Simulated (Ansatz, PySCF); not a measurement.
Gas-phase reaction in SMILES: SS (H2S2) + H+ -> S[SH2+]
Geometries: B3LYP-D3(BJ)/def2-TZVP minima from Ansatz (a quantum-chemistry and plane-wave program), one conformer each, not searched for the lowest.

Property: proton affinity (enthalpy at 298 K, with B3LYP-D3(BJ) rigid-rotor harmonic-oscillator terms from PySCF), positive where the reaction releases energy, in kJ/mol. Cores are frozen in the correlated levels unless marked. Spin-orbit coupling is left out. Non-relativistic. CBS(X,Y): correlation extrapolated as X^-3; Hartree-Fock from the larger set.

```
level                                        program  proton affinity (kJ/mol)
------------------------------------  --------------  ------------------------
BP86/def2-TZVPD                                PySCF                     732.5
M06-L/def2-TZVPD                               PySCF                     742.0
r2SCANh-D4/def2-TZVPD                 Ansatz + dftd4                       [?]
M06-2X/def2-TZVPD                              PySCF                     719.4
CCSD/aug-cc-pV(T+d)Z                          Ansatz                       [?]
CCSD/cc-pVTZ                                  Ansatz                       [?]
CCSD(T)/CBS(def2-TZVPPD,def2-QZVPPD)          Ansatz                     726.0
```

Q: Fill in the missing entries.

A: 
- r2SCANh-D4/def2-TZVPD, proton affinity (kJ/mol): 730.6
- CCSD/aug-cc-pV(T+d)Z, proton affinity (kJ/mol): 733.8
- CCSD/cc-pVTZ, proton affinity (kJ/mol): 733.9
